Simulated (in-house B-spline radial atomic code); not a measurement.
A run on Ru⁻ that did not converge. Method: scalar-relativistic (X2C) r2SCAN0, spin-polarised, spherical fractional occupations, exact exchange averaged over the configuration, Fermi nucleus of rms radius 4.4809 fm; computed with an all-electron radial atomic-structure program (B-spline basis).

Command:
```bash
python run_scf.py task.json out
```
Settings (nuclear radius in fm, mass in u):
```
Z                44
configuration    [Kr] 4d7 5s2
hamiltonian      x2c
method           r2scan0
spin_polarised   True
nucleus          fermi
rms_radius       4.4809
atomic_mass      101.90434
speed_of_light   137.035999084
exact_exchange   averaged over the configuration
```

First and last ten iterations of the last attempt (damped for 15 steps, keeping 80 % of the old Fock matrix, then DIIS):
```
 iter        energy (Eh)    residual
    1       -4529.070334    1.01e-01
    2       -4529.211782    1.30e-01
    3       -4529.809036    8.44e-02
    4       -4530.102528    5.34e-02
    5       -4530.239101    3.87e-02
    6       -4530.299797    2.74e-02
    7       -4530.326486    1.91e-02
    8       -4530.338850    1.36e-02
    9       -4530.345249    1.07e-02
   10       -4530.348989    8.56e-03
  111       -4530.312398    2.24e-02
  112       -4530.341290    1.13e-02
  113       -4530.356035    2.36e-03
  114       -4530.356883    1.20e-03
  115       -4530.356816    1.65e-03
  116       -4530.356969    1.26e-03
  117       -4530.357123    1.69e-04
  118       -4530.357130    4.50e-05
  119       -4530.357131    2.79e-05
  120       -4530.357132    1.69e-05
 not converged after 120 iterations
```

The smallest residual met was 1.1e-05; the threshold is about 4e-07. No energy from this run should be used. Time taken, with all properties: 9.3 s on 1 thread of Arm Neoverse N1, with other jobs on the host.
